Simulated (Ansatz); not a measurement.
`F[SiH]1CC1` + CH₃SH → `CS[SiH]1CC1` + H–F at 500 K and 1 bar (ligand exchange at the Si–F bond).

Gas-phase electronic energies from Ansatz, PBE0-D4/def2-TZVP geometries. CCSD(T)/CBS adds triple-zeta CCSD(T) − MP2 to the extrapolated MP2 energy (def2 sets, frozen cores). This one scheme is used for every species. Each species was taken in one conformer, which may not be the lowest.

```
      species  CCSD(T)/CBS energy (Eh)  H − E (kJ/mol)  S (J/(mol·K))
 `F[SiH]1CC1`               -468.00632           205.0          345.2
        CH₃SH               -438.22835           145.1          283.7
`CS[SiH]1CC1`               -805.81573           317.4          431.9
          H–F               -100.39570            39.4          188.7
```

H − E and S are ideal-gas, rigid-rotor, harmonic terms from PBE0-D4/def2-TZVP, for one conformer and one mirror image of each species. 1 Eh = 2625.50 kJ/mol, R = 8.31446 J/(mol·K).

By hand: ΔE, ΔH, ΔS and ΔG.

ΔE = (-805.81573) + (-100.39570) − (-468.00632) − (-438.22835) = 0.02324 Eh = 61.0 kJ/mol. Δ(H − E) = 317.4 + 39.4 − 205.0 − 145.1 = 6.7, so ΔH = 67.7 kJ/mol. ΔS = 431.9 + 188.7 − 345.2 − 283.7 = -8.3 J/(mol·K). ΔG = 67.7 − 500 × (-8.3)/1000 = 71.9 kJ/mol.

By hand: the equilibrium constant, and the temperature at which ΔG would vanish if ΔH and ΔS stayed fixed.

log₁₀ K = −ΔG/(RT ln 10) = -7.5. ΔH and −TΔS have one sign here, so there is no such temperature.

The number of gas molecules stays the same, so ΔS is small and ΔH decides. A doubt of 5 kJ/mol in ΔE shifts log₁₀ K by 0.5 here. Other conformers and mirror images would add mixing entropy, several J/(mol·K) or more a flexible species. Modes under 60 cm⁻¹, often nearly free rotors, make the harmonic entropy too high. These are equilibria of isolated gas molecules and say nothing of rates. Largest T1 diagnostic: 0.011 (customary marks: 0.02 for closed shells, 0.045 for open ones).

ΔS is within the doubt of such terms, so its sign, and with it that verdict, could turn.
